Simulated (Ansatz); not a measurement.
Coupled-cluster diagnostics for the cluster B₅N₄⁺, Ansatz.

Geometry of the singlet (r2SCAN-D4/def2-SVP):

```
atom   x (Å)   y (Å)   z (Å)
  B1  -0.877   1.058   0.118
  B2   4.053   0.056  -0.852
  B3   1.478   0.026  -0.311
  B4  -0.813  -1.080   0.238
  B5  -2.441  -0.040   0.513
  N6  -2.075  -1.347   0.518
  N7   0.105   0.006  -0.022
  N8  -2.153   1.280   0.371
  N9   2.722   0.040  -0.573
```

Correlated methods freeze 9 core orbitals. Another isomer (singlet) lies 4.35 eV lower at PBE0-D4/def2-TZVP; other spin states weren't run for this one.

Q: Estimate the CCSD(T) correlation energy, the shares of MP2 and (T), T1 and the reference's ⟨S²⟩ for: charge 1, singlet, own geometry in def2-SVP; and the rough time on 4 threads of Intel Xeon 6975P-C on a shared host.

A: 
```json
{"state": "charge 1, singlet, own geometry", "basis": "def2-SVP", "correlation (eV)": "-28.052", "MP2 share (%)": "92.3", "(T) share (%)": "4.7", "T1": "0.023", "⟨S²⟩ (pure)": "0.00 (0.00)", "wall time": "4.5 s", "remarks": "large T1 (0.023), restricted SCF unstable"}
```
Customary marks for T1 are 0.02 (closed shells), 0.045 (open shells) and about 0.05 (3d metals). T1 exceeds 0.02 in 1 of 1 rows and 0.045 in 0; the higher it lies, the less the single-reference result can be trusted.
